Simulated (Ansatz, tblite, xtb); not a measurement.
# How methods differ on CH6GeSe (SMILES [CH3][GeH2][SeH])

CH6GeSe has 9 atoms, charge 0, and is taken as a singlet. SMILES: `[CH3][GeH2][SeH]`. The shape is that of a PBE0-D4/def2-TZVP optimisation. This is one conformer, not always the lowest.

```tsv
atom	x (Å)	y (Å)	z (Å)
C	-0.8896	0.5537	-0.7012
Ge	0.7251	-0.4103	-0.1906
Se	1.2914	0.0354	2.0602
H	-1.7308	0.2248	-0.0902
H	-0.7431	1.6234	-0.5517
H	-1.1223	0.3660	-1.7511
H	1.9519	0.0717	-0.9827
H	0.5453	-1.9276	-0.3793
H	0.0605	-0.5832	2.5695
```

Quantity: the dipole moment, in D. The values are calculated.

| level | kind | program | value (D) | CPU time |
| --- | --- | --- | --- | --- |
| GFN2-xTB | semi-empirical | xtb | 3.16 | under 2 s |
| IPEA1-xTB | semi-empirical | tblite | 2.77 | under 2 s |
| GFN0-xTB | semi-empirical | xtb | 2.55 | under 2 s |
| GFN1-xTB | semi-empirical | xtb | 1.40 | under 2 s |
| HF/STO-3G | Hartree–Fock | Ansatz | 2.18 | 1.9 s |
| HF/3-21G | Hartree–Fock | Ansatz | 2.43 | 2.5 s |
| HF/def2-SVP | Hartree–Fock | Ansatz | 1.99 | 9.3 s |
| HF/def2-TZVP | Hartree–Fock | Ansatz | 1.96 | 25 s |
| BLYP/6-31G* (spherical functions) | GGA | Ansatz | 1.99 | 14 s |
| B3LYP/6-31G* (spherical functions) | global hybrid | Ansatz | 2.04 | 17 s |

All-electron rows without a relativistic Hamiltonian named are non-relativistic. The values span 1.40 to 3.16 D. Sets without polarisation functions give poor dipoles. Without the sets that lack polarisation functions the rows with a basis span only 1.96 to 2.04 D. CPU times are rough (shared hosts, several kinds of processor): they show what a rung costs within a factor of a few.
